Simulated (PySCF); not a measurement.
## Telling isomers of C₇H₄FN apart by NMR

PySCF calculation with GFN2-xTB geometry and shieldings: GIAO PBE0/pcSseg-1; one conformer, no relativistic terms, in vacuum, fast rotation and ring inversion assumed for equivalent nuclei.

Chemical shifts δ = σref − σ; TMS for $^{1}$H (31.72 ppm) and $^{13}$C (186.93 ppm), all at this level. Splittings of carbon signals by F and P are missing where no couplings were computed. Where no couplings were computed, multiplicities follow the n + 1 count of equivalent neighbours, and m marks all less simple cases (inequivalent or close neighbours, rings, F or P nearby). Shifts are as computed. Against solution values, carbons near 30 ppm lie about +3 ppm off and those near 130 ppm about +5 ppm. Of 1211 compounds with measured shifts, 218 miss one by over three times the rms of a fit or turn the order of signals round; such compounds aren't used in these exercises.

(1) Tabulate the signals of `N#CC1=C[C@@H]2C=C(F)[C@H]12`, `N#Cc1cccc(F)c1`, `N#Cc1ccc(F)cc1` and their relative energies.

(2) What is the quickest way to tell N#CC1=C[C@@H]2C=C(F)[C@H]12 from N#Cc1ccc(F)cc1?

(3) What is the quickest way to tell N#CC1=C[C@@H]2C=C(F)[C@H]12 from N#Cc1cccc(F)c1?

(4) What is the quickest way to tell N#Cc1cccc(F)c1 from N#Cc1ccc(F)cc1?

## Answers

(1) 
```tsv
SMILES	carbon types	δC	δH	E rel. (kcal/mol)
N#CC1=C[C@@H]2C=C(F)[C@H]12	3×C 4×CH	177.8, 170.9, 135.7, 118.7, 116.6, 59.3, 39.4	7.49 (d, 1H), 5.36 (m, 1H), 4.23 (m, 1H), 3.73 (m, 1H)	75.9
N#Cc1cccc(F)c1	3×C 4×CH	172.7, 136.6, 135.2, 126.9, 125.9, 123.4, 119.7	7.76 (m, 1H), 7.73 (m, 1H), 7.67 (m, 1H), 7.58 (m, 1H)	0.8
N#Cc1ccc(F)cc1	3×C 4×CH	175.1, 142.4, 123.7, 122.5, 113.2	8.00 (m, 2H), 7.46 (m, 2H)	0.0
```

Energies are electronic energies at PBE0/pcSseg-1 on these geometries, without zero-point or thermal terms, each for the one conformer computed, which needn't be the lowest.

(2) Count the carbon signals: 7 against 5. The first has an allylic sp3 CH at 59.3 ppm, the second an aromatic CH at 142.4 ppm. Their most deshielded carbons lie at 177.8 and 175.1 ppm. In the proton spectra the most deshielded non-exchanging signals are 7.49 (d, 1H) and 8.00 (m, 2H).

(3) Both give the same number of carbon signals, with the same numbers of each carbon type, so the positions decide. The first has an allylic sp3 CH at 59.3 ppm, the second an aromatic CH at 136.6 ppm. Their most deshielded carbons lie at 177.8 and 172.7 ppm.

(4) Count the carbon signals: 7 against 5. The first has an aromatic CH at 135.2 ppm, the second a substituted aromatic carbon (C) at 113.2 ppm. Their most deshielded carbons lie at 172.7 and 175.1 ppm.
